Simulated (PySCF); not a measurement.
## Bonding in `FC(F)C1[SiH2]C[SiH2]1`

C₃H₈F₂Si₂.
Atom-mapped SMILES: `[F:1][CH:2]([F:3])[CH:4]1[SiH2:5][CH2:6][SiH2:7]1` (hydrogens: H8 on C2; H9 on C4; H10, H11 on Si5; H12, H13 on C6; H14, H15 on Si7)

Structure used (GFN2-xTB), in Å, numbered top down from 1:
```xyz
15
C3H8F2Si2 angstrom
F      1.099    0.945    1.700
C      1.749    0.344    0.663
F      2.532    1.325    0.122
C      0.788   -0.219   -0.333
Si    -0.533    1.046   -0.962
C     -1.861   -0.113   -0.194
Si    -0.558   -1.371    0.430
H      2.435   -0.398    1.105
H      1.383   -0.678   -1.122
H     -0.436    2.368   -0.356
H     -0.555    1.130   -2.424
H     -2.574   -0.517   -0.908
H     -2.447    0.348    0.596
H     -0.577   -2.684   -0.218
H     -0.450   -1.519    1.880
```

Bond orders from the PBE0/pcSseg-1 density (PySCF). The structure is a single GFN2-xTB conformer in the gas phase; no vibrational or solvent corrections.

Q: Where do the orders between heavy atoms depart from those drawn in the SMILES?

A: The largest departure is 0.174, at C4–Si5 (drawn single, 0.826). Drawn single, order below 0.88: C4–Si5 (0.826) and Si7–C4 (0.841).

Q: Give the Mayer order of every bond, beside its length.

A: 
```
   bond  drawn as  length (Å)  Mayer order
  F1–C2    single       1.364        0.916
  C2–F3    single       1.367        0.944
  C2–C4    single       1.495        1.032
 C4–Si5    single       1.934        0.826
 Si5–C6    single       1.923        0.906
 C6–Si7    single       1.915        0.921
 Si7–C4    single       1.929        0.841
  C2–H8    single       1.103        0.955
  C4–H9    single       1.089        0.923
Si5–H10    single       1.458        0.954
Si5–H11    single       1.464        0.951
 C6–H12    single       1.087        0.939
 C6–H13    single       1.087        0.940
Si7–H14    single       1.464        0.944
Si7–H15    single       1.461        0.950
```

By pair of heavy elements: C–F: lowest F1–C2 (0.916, 1.364 Å), highest C2–F3 (0.944, 1.367 Å); in 1 of the 1 pairs the longer bond (by over 0.003 Å) has the higher order (by 0.02 or more). C–Si: lowest C4–Si5 (0.826, 1.934 Å), highest C6–Si7 (0.921, 1.915 Å).

Q: Sum the orders of all bonds at each heavy atom with more than one neighbour and set the sums beside the valence in the SMILES.

A: C2 3.847 (drawn 4), C4 3.622 (drawn 4), Si5 3.637 (drawn 4), C6 3.706 (drawn 4), Si7 3.656 (drawn 4). Orders between atoms that aren't bonded are not in these sums.

For a closed shell the Mayer order of atoms A and B is Σ (PS)μν (PS)νμ over the basis functions μ on A and ν on B, with P the density and S the overlap matrix.
